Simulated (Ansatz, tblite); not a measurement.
Removing and adding an electron: Si(vinyl)3Br (C₆H₉BrSi). The state is a singlet with charge 0. Geometry: r2SCAN-D4/def2-SVP. Ansatz, gas phase; energy differences of separate SCF runs; the oxidised species was run as a doublet alone; the reduced species was run as a doublet alone.

```xyz
17

Si   -0.053   -0.056   -0.031
C     1.346    0.201   -1.242
C     1.487   -0.398   -2.433
H     2.123    0.919   -0.932
H     0.750   -1.122   -2.802
H     2.341   -0.191   -3.089
C    -0.944    1.560    0.260
C    -2.235    1.813    0.004
H    -0.334    2.375    0.683
H    -2.897    1.047   -0.417
H    -2.684    2.793    0.204
C     0.619   -0.707    1.586
C     0.303   -1.874    2.165
H     1.344   -0.056    2.101
H    -0.411   -2.568    1.706
H     0.744   -2.184    3.121
Br   -1.499   -1.551   -0.883
```

The xTB rows come from tblite. Correlated methods freeze 20 core orbitals; core or outer-core shells of Br are correlated, in sets that lack core-valence functions. HOMO above LUMO, or a gap near zero within one spin, warns that the state may not be the lowest or that an electron is smeared out.

Task: Estimate orbital energies and vertical ionisation energies and electron affinities at: GFN1-xTB; GFN2-xTB; PBE-D4/def2-TZVP; PBE0-D4/def2-TZVP; PBE0-D4/def2-TZVPD; B2PLYP/def2-TZVP; B2PLYP/def2-TZVPD.

Result: 
| level | −HOMO (eV) | vertical IE (eV) | −LUMO (eV) | vertical EA (eV) | HOMO–LUMO gap (eV) | IE − EA (eV) | remarks |
| --- | --- | --- | --- | --- | --- | --- | --- |
| GFN1-xTB | 11.54 | 13.86 | 7.44 | 5.02 | 4.10 | 8.85 | – |
| GFN2-xTB | 11.01 | 13.31 | 6.99 | 4.55 | 4.02 | 8.76 | – |
| PBE-D4/def2-TZVP | 6.67 | 9.03 | 1.82 | – | 4.85 | – | gap within one spin near zero (+1 doublet) |
| PBE0-D4/def2-TZVP | 7.75 | 9.37 | 0.84 | – | 6.91 | – | – |
| PBE0-D4/def2-TZVPD | 7.77 | – | 0.90 | -0.54 | 6.88 | – | HOMO above zero (-1 doublet) |
| B2PLYP/def2-TZVP | – | 9.48 | – | – | – | – | – |
| B2PLYP/def2-TZVPD | – | – | – | -0.78 | – | – | – |

Run but left out: PBE-D4/def2-TZVPD (charge -1 doublet: an occupied level 0.15 eV above an empty one).   A HOMO above zero means that the electron is unbound at that level or that self-interaction error raises the level; the energy of removing that electron tells which. Raw xTB energy differences between charge states are shifted by several eV; the methods need an empirical correction for them. A negative affinity means that the extra electron isn't bound; its size then hangs on the basis.
